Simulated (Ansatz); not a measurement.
```xyz
22

C     0.059    2.816   -0.549
Si    0.428    1.229    0.363
C    -0.636    1.091    1.891
N     0.175   -0.147   -0.672
Ge    1.289   -0.356   -2.139
Si   -1.008   -1.381   -0.416
Si   -0.317   -3.000    1.137
H     0.252    3.683    0.089
H     0.681    2.919   -1.442
H    -0.988    2.849   -0.862
H     1.864    1.256    0.773
H    -0.438    0.172    2.448
H    -0.420    1.933    2.555
H    -1.701    1.122    1.649
H     1.844   -1.791   -2.149
H     0.501   -0.097   -3.435
H     2.428    0.666   -1.991
H    -2.312   -0.804    0.017
H    -1.236   -2.072   -1.720
H     0.956   -3.628    0.687
H    -1.343   -4.070    1.288
H    -0.080   -2.392    2.476
```

Charge 0, multiplicity 1.

Q: List the ωB97M-V/def2-TZVPP orbital energies in eV (Ansatz). (Best estimate.)

A: The calculation gave: Occupied: -10866.81, -1807.13, -1806.84, -1806.61, -1362.63, -1210.36, -1210.35, -1210.35, -394.03, -280.89, -280.81, -174.44, -148.16, -147.85, -147.74, -123.71, -123.67, -123.66, -102.28, -102.27, -102.26, -101.98, -101.96, -101.94, -101.85, -101.85, -101.84, -36.55, -36.49, -36.48, -36.41, -36.41, -25.87, -22.55, -21.90, -18.64, -18.20, -17.07, -15.59, -14.49, -14.24, -13.85, -13.59, -13.00, -12.90, -12.81, -12.09, -11.98, -11.74, -11.48, -11.35, -10.93, -10.73, -9.07. Lowest empty: 1.45, 2.05, 2.21, 2.31, 2.53, 2.73, 2.82, 3.03.
